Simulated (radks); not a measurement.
Polarisability of the niobium ion Nb4+, [Kr] 4d1, at imaginary frequency. Method: scalar-relativistic Kohn-Sham, PBE, spin-polarised, spherical densities, finite nucleus; open shells are filled with parallel spins first (spin-orbit coupling, left out, can overturn this in heavy ions); Fermi nuclear charge, rms radius 4.324 fm; computed with a radial shooting solver on a logarithmic mesh with Libxc functionals. Response by self-consistent Sternheimer equations with the Hartree and adiabatic LDA kernel, the relativistic mass of each level held fixed and spin-orbit coupling left out.

w (hartree)  alpha1(iw) (bohr^3)
0.00266                    3.563
0.0143                     3.563
0.0360                     3.559
0.0697                     3.548
0.118                      3.520
0.186                      3.461
0.280                      3.348
0.413                      3.152
0.605                      2.844
0.892                      2.397
1.35                       1.806
2.12                       1.139
3.59                      0.5654
6.94                      0.2152
17.5                     0.05567

Static values: alpha1 = 3.563 bohr^3 (0.5280 angstrom^3; uncoupled 5.305). C6 = 13.10, triple-dipole C9 = 32.99 atomic units. One-pole (London) frequency 4 C6 / (3 alpha1^2) = 1.376 hartree, against 1.612 for minus the highest occupied eigenvalue.
